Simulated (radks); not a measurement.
Task: All-electron atom: Zn in [Ar] 3d9.5 4s2 4p0.5 (fractional occupations, a model configuration). Method: Dirac Kohn-Sham, PBE, spin-unpolarised, spherical densities, point nucleus; open shells are shared between the two j in proportion to 2j + 1; computed with a radial shooting solver on a logarithmic mesh with Libxc functionals. Some entries of the table are withheld. Estimate them.

orbital      occ.  eigenvalue (Ry)  <r> (bohr)  r(max) (bohr)
1s1/2           2        -700.2702     0.05031        0.03291
2s1/2           2        -85.45869      0.2260         0.1893
2p1/2           2        -75.29602         (1)         0.1502
2p3/2           4        -73.54171         (2)         0.1530
3s1/2           2         -9.82223      0.6793         0.5877
3p1/2           2         -6.60160         (3)         0.5862
3p3/2           4         -6.37480         (4)         0.5943
3d3/2         3.8         -1.05407      0.8721            (5)
3d5/2         5.7         -1.02678      0.8792            (6)
4s1/2           2         -0.54322       2.518            (7)
4p1/2    0.166667         -0.14413       3.801            (8)
4p3/2    0.333333         -0.13812       3.877            (9)

Result: 
(1) 2p1/2 <r> (bohr): 0.1959
(2) 2p3/2 <r> (bohr): 0.1993
(3) 3p1/2 <r> (bohr): 0.7032
(4) 3p3/2 <r> (bohr): 0.7139
(5) 3d3/2 r(max) (bohr): 0.5614
(6) 3d5/2 r(max) (bohr): 0.5643
(7) 4s1/2 r(max) (bohr): 2.017
(8) 4p1/2 r(max) (bohr): 2.761
(9) 4p3/2 r(max) (bohr): 2.813
